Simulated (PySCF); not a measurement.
Isomers of C6H13OP, from PBE0-D3(BJ)/def2-SVP geometry optimisation, gas phase in PySCF. One conformer each, no zero-point energy, no frequencies.

Question: Which is lower in electronic energy at this level?
A. `[CH3:1][O:2][CH2:3][CH2:4][PH:5][CH:6]1[CH2:7][CH2:8]1` with C1–O2–C3–C4 -177°, O2–C3–C4–P5 59°, C3–C4–P5–C6 -179°, C4–P5–C6–C7 -94°: A = 5886, B = 653.7, C = 618.8 MHz, dipole 1.41 D
B. `[CH3:1][P@@H:2](=[O:3])[CH:4]1[CH2:5][CH2:6][CH2:7][CH2:8]1` with C1–P2–C4–C5 81°, P2–C4–C5–C6 95°, C4–C5–C6–C7 0°, C5–C6–C7–C8 23°, C6–C7–C8–C4 -38°: A = 2953, B = 1265, C = 1045 MHz, dipole 3.98 D

Answer: B. That is `C1CCC(C1)[P@H](=O)C`, 48.1 kcal/mol below the other.

```csv
SMILES,mapped SMILES,E (Eh),relative (kcal/mol),relative (kJ/mol),dipole (D)
C[P@@H](=O)C1CCCC1,[CH3:1][P@@H:2](=[O:3])[CH:4]1[CH2:5][CH2:6][CH2:7][CH2:8]1,-652.25301,0.0,0.0,3.98
COCCPC1CC1,[CH3:1][O:2][CH2:3][CH2:4][PH:5][CH:6]1[CH2:7][CH2:8]1,-652.17634,48.1,201.3,1.41
```

As drawn, the lower has a P=O bond, which the higher lacks; the higher has a three-membered ring, which the lower lacks.
